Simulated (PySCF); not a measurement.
A geometry optimisation on `COCC(F)(F)F` (2,2,2-trifluoroethyl methyl ether).

Method: PBE0-D3(BJ)/def2-SVP geometry optimisation, gas phase (PySCF 2.14.0). Start geometry: GFN2-xTB. The input is one job of a driver script: a line of settings, then coordinates in Å.

Command:
```bash
OMP_NUM_THREADS=1 python probes_run.py task.json out
```

Input:
```
{"job": {"xc": "PBE0", "basis": "def2-SVP", "d3": "d3bj", "grid": 1, "shake": 0.01, "kind": "geom"}, "charge": 0, "multiplicity": 1}
C      1.677410    -0.276750    -0.110420
O      0.628270     0.113060    -1.022720
C     -0.508430     0.692890    -0.446570
C     -1.315360    -0.292210     0.359700
F     -2.579720     0.200250     0.558400
F     -0.848660    -0.555590     1.577390
F     -1.490330    -1.468080    -0.255720
H      2.523980    -0.524240    -0.735780
H      1.365700    -1.098130     0.525470
H      1.925730     0.588230     0.541220
H     -0.237660     1.519390     0.250260
H     -1.101240     1.072920    -1.250250
```

Output:
```
step   0  E = -491.20351944  max force = 0.047367
step   1  E = -491.20839043  max force = 0.017597
step   2  E = -491.20898291  max force = 0.004351
step   3  E = -491.20911139  max force = 0.000968
step   4  E = -491.20912809  max force = 0.000450
step   5  E = -491.20914476  max force = 0.000752
step   6  E = -491.20917395  max force = 0.001409
step   7  E = -491.20920415  max force = 0.001936
step   8  E = -491.20914743  max force = 0.001491
step   9  E = -491.20921388  max force = 0.001465
step  10  E = -491.20920622  max force = 0.000368
step  11  E = -491.20920130  max force = 0.000601
step  12  E = -491.20920103  max force = 0.000643
step  13  E = -491.20920287  max force = 0.000405
step  14  E = -491.20920425  max force = 0.000272
step  15  E = -491.20920468  max force = 0.000315
optimisation converged
```

Energies in Eh; «max force» is the largest Cartesian gradient component in Eh/bohr.

Task: How much energy does the optimisation release, in eV?

Result: E(step 0) − E(last step) = 0.005685 Eh, which is 0.155 eV.

Summary of the converged run: final energy -491.20920 Eh after 15 steps; dipole 2.08 D.

Task: Give the final coordinates.

Result: 0.239 Å rms from the input after alignment:
```
atom  x, y, z in Å
C1     1.7165   -0.0694   -0.1728
O2     0.5723   -0.0148   -0.9837
C3    -0.5473    0.5568   -0.4055
C4    -1.3763   -0.4223    0.4059
F5    -2.4589    0.1976    0.8871
F6    -0.6972   -0.9152    1.4494
F7    -1.7839   -1.4544   -0.3284
H8     2.5467   -0.4067   -0.8078
H9     1.6076   -0.7718    0.6705
H10    1.9692    0.9287    0.2341
H11   -0.3015    1.4098    0.2562
H12   -1.1999    0.9275   -1.2112
```

Task: Estimate the wall time. Hardware: one thread of an Arm Neoverse N1, shared host with 64 logical CPUs at a one-minute load of 61. And the peak memory of the process?

Result: About 2.5 min, with 0.53 GiB resident at the peak, the Python interpreter and its libraries included.
Labels such as C1 count atoms from 1, the log's own numbers from 0.
